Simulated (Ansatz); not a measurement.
Abridged output of a molecular run in Ansatz:

```
Functional definition: HF
1540 factors; integrals over basis functions are off by at most 1.1e-3 eV
mean field evaluation 1: about -70205.3347 eV, gradient 3.8e1 eV
mean field evaluation 2: about -70205.5205 eV, gradient 3.8e1 eV
mean field evaluation 4: about -70209.0495 eV, gradient 3.8e0 eV
mean field evaluation 8: about -70209.1275 eV, gradient 3.3e-1 eV
mean field -70209.12782416 eV, -2580.1378580818 hartree, gradient 2.6e-6 eV, S^2 0.000000; 0 other end points of the search recorded, 0 dependent functions left out
20 core orbitals not correlated: weight in the atoms' cores, before any rotation towards them, 1.000 or more for the frozen orbitals, at most 0.000 for the correlated occupied ones
reference -70209.12782416 eV, -2580.1378580818 hartree; 17, 17 occupied and 224, 224 virtual orbitals, 1540 factors
second order -19.67157939 eV of doubles, -0.00000000 eV of singles
cycle   1  -20.14905159 eV  change   -4.8e-1 eV  update   1.2e-1
cycle   2  -20.85137528 eV  change   -7.0e-1 eV  update   3.7e-2
cycle   3  -20.97410106 eV  change   -1.2e-1 eV  update   1.8e-2
cycle   4  -20.96120418 eV  change    1.3e-2 eV  update   4.3e-3
cycle   5  -20.96036746 eV  change    8.4e-4 eV  update   1.8e-3
cycle   6  -20.96035958 eV  change    7.9e-6 eV  update   5.5e-4
cycle   7  -20.96003071 eV  change    3.3e-4 eV  update   2.3e-4
cycle   8  -20.95999374 eV  change    3.7e-5 eV  update   8.0e-5
cycle   9  -20.96003663 eV  change   -4.3e-5 eV  update   3.6e-5
cycle  10  -20.96003814 eV  change   -1.5e-6 eV  update   1.6e-5
perturbative correction -0.75989682 eV, -0.0279256931 hartree
Total energy: -70230.84775912 eV, -2580.9360509693 hartree
```

Its atoms:

Z-matrix (Å, degrees):
```
Si
Ga 1 2.422
O 1 1.658 2 112.1
H 1 1.487 2 112.6 3 -118.3
H 1 1.497 2 108.8 3 123.2
Si 2 2.423 1 120.0 3 -14.3
H 2 1.576 1 121.8 3 165.9
H 3 0.958 1 117.1 2 42.5
H 6 1.492 2 109.9 1 107.5
H 6 1.490 2 112.4 1 -132.4
H 6 1.492 2 112.0 1 -11.3
```

(1) Which basis set was used?
A. def2-TZVPP
B. cc-pV(Q+d)Z
C. def2-SVPD
D. def2-QZVPP

(2) Write the keys of the input that set method, charge and spin (a neutral closed shell needs none for the last two).

Answers

(1) A. It gives 261 functions.

(2) 
```yaml
correlation: {method: ccsd_t}
```
